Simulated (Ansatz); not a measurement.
The same hydrolysis along the group V, Nb, Ta.

Computed with Ansatz on PBE0-D4/def2-TZVP structures; ΔE is electronic, products minus reactants. CCSD(T)/CBS is the MP2 limit (def2-TZVPP, def2-QZVPP) plus CCSD(T) − MP2 in def2-TZVPP, frozen cores. This one scheme is used for every species. Functionals use def2-TZVPP. def2 core potentials past Kr. For Nb, Ta, V outer-core shells are correlated without core-valence functions, which leaves a few kJ/mol of doubt a bond. Scalar relativity is left out up to krypton. Each species was taken in one conformer, which may not be the lowest.

| reaction | ωB97M-V (kcal/mol) | RPA@PBE/def2-TZVPP (kcal/mol) | ωB97X-V (kcal/mol) | CCSD(T)/CBS(def2) (kcal/mol) |
| --- | --- | --- | --- | --- |
| `[NH]=[V]([NH2])([NH2])[NH2]` + H₂O → `[NH]=[V]([NH2])([NH2])[OH]` + NH₃ | -12.2 | -10.7 | -13.0 | -10.7 |
| `[NH]=[Nb]([NH2])([NH2])[NH2]` + H₂O → `[NH]=[Nb]([NH2])([NH2])[OH]` + NH₃ | -14.9 | -13.7 | -15.5 | -13.6 |
| `[NH]=[Ta]([NH2])([NH2])[NH2]` + H₂O → `[NH]=[Ta]([NH2])([NH2])[OH]` + NH₃ | -15.0 | -14.0 | -15.5 | -13.6 |

Largest T1 diagnostic: 0.032, for `[NH]=[V]([NH2])([NH2])[NH2]`, so its coupled-cluster energy is less sure.
